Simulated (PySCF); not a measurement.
# Basis and Hamiltonian dependence of the excitation energy of As

As [Ar] 3d10 4s2 4p3 (4S) → As [Ar] 3d10 4s2 4p2 5s1 (4P). All values are computed (PySCF 2.14, energy differences of UHF-based or UKS calculations, no spin-orbit coupling). Values in eV.

| basis | Hamiltonian | functions | UHF | r2SCAN | PBE0 | MP2 (valence) | CCSD(T) (valence) | CCSD(T) (valence and next inner shell) |
| --- | --- | --- | --- | --- | --- | --- | --- | --- |
| aug-cc-pVDZ-PP with ECP10MDF | ECP | 32 | 6.439 | 6.755 | 6.495 | 6.547 | 6.479 | n/a |
| ANO-RCC-VTZP | spin-free X2C | 43 | 8.361 | 8.451 | 8.149 | 8.385 | 8.325 | 8.345 |
| aug-cc-pwCVDZ-PP with ECP10MDF | ECP | 48 | 6.432 | 6.749 | 6.489 | 6.550 | 6.482 | 6.488 |
| aug-cc-pVTZ-PP with ECP10MDF | ECP | 55 | 6.302 | 6.649 | 6.394 | 6.535 | 6.489 | n/a |
| x2c-TZVPPall with one added diffuse shell each of s, p, d type | spin-free X2C | 57 | 6.623 | 6.912 | 6.663 | 6.792 | 6.749 | 6.779 |
| aug-cc-pVTZ-PP with one added diffuse shell each of s, d, f type with ECP10MDF | ECP | 68 | 6.160 | 6.576 | 6.313 | 6.436 | 6.390 | n/a |
| aug-cc-pVQZ-PP with ECP10MDF | ECP | 89 | 6.268 | 6.638 | 6.375 | 6.534 | 6.485 | n/a |
| dyall-av2z | non-relativistic | 92 | 6.618 | 6.920 | 6.666 | 6.721 | 6.647 | n/a |
| aug-cc-pVQZ-DK | spin-free X2C | 93 | 6.287 | 6.670 | 6.412 | 6.547 | 6.498 | n/a |
| aug-cc-pwCVTZ-PP with ECP10MDF | ECP | 96 | 6.291 | 6.655 | 6.394 | 6.528 | 6.483 | n/a |
| x2c-QZVPPall with one added diffuse shell each of s, p, d, f type | spin-free X2C | 113 | 6.356 | 6.722 | 6.465 | 6.601 | n/a | n/a |
| aug-cc-pVQZ-PP with one added diffuse shell each of s, p, d, f, g type with ECP10MDF | ECP | 114 | 6.155 | 6.583 | 6.314 | 6.459 | n/a | n/a |

Frozen in the all-electron rows: valence: [Ar] 3d10; valence and next inner shell: [Ne]; with a core potential, the same shells as far as they lie outside it.

At UHF, ANO-RCC-VTZP, x2c-TZVPPall with one added diffuse shell each of s, p, d type lie more than 0.3 eV from the median of the rows with comparable relativity. Of these, ANO-RCC-VTZP has no diffuse functions of the l that the added or promoted electron needs.

Non-relativistic rows lack the scalar-relativistic shift.

Reference for a calculation without spin-orbit coupling: 6.460 eV (measured, between term centres; NIST).
